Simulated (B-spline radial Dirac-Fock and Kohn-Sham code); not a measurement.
# Ba 4p1/2: cross section and angular parameters

System: the free barium atom in the configuration 1s2 2s2 2p6 3s2 3p6 3d10 4s2 4p6 4d10 5s2 5p6 6s2; threshold 192.0 eV (tabulated edge). Model: Dirac-Hartree-Slater photoionisation with a Latter tail; cross sections with all multipoles, angular parameters from the dipole term and its interference with E2. Program: a radial finite-basis atomic code.

For linearly polarised light dσ/dΩ = σ/(4π) [1 + β P₂(cos θ) + (δ + γ cos²θ) sin θ cos φ], with θ from the polarisation vector and φ the angle between the beam and the projection of the electron momentum on the plane normal to the polarisation.

```tsv
hν (eV)	σ (kb)	β	γ	δ
233	103	-0.404	-0.030	0.016
400	87.6	1.014	0.198	0.041
465	79.0	1.208	0.265	0.029
600	62.6	1.428	0.275	0.014
727	50.5	1.533	0.224	0.007
800	?	?	?	?
1020	32.4	1.642	0.094	0.001
1050	31.1	1.648	0.083	0.001
1170	26.5	1.666	0.046	0.000
1280	23.0	1.677	0.020	0.000
1486.9	18.1	1.689	-0.010	-0.001
1610	15.8	1.692	-0.019	-0.001
1890	12.0	1.691	-0.020	-0.001
2000	10.8	1.689	-0.014	-0.001
2550	6.82	1.671	0.045	-0.001
2984.4	4.99	1.653	0.113	0.000
9130	0.383	1.401	1.123	0.043
10500	0.267	1.357	1.291	0.056
10900	0.242	1.345	1.337	0.060
12000	0.187	1.313	1.454	0.071
13300	0.142	1.278	1.580	0.084
```

Problem. Give the values at 800 eV.

Solution. σ = 45.0 kb, β = 1.573, γ = 0.189, δ = 0.005.

Values without a named source are computed, but for edge energies of neutral atoms, which are taken from tables.
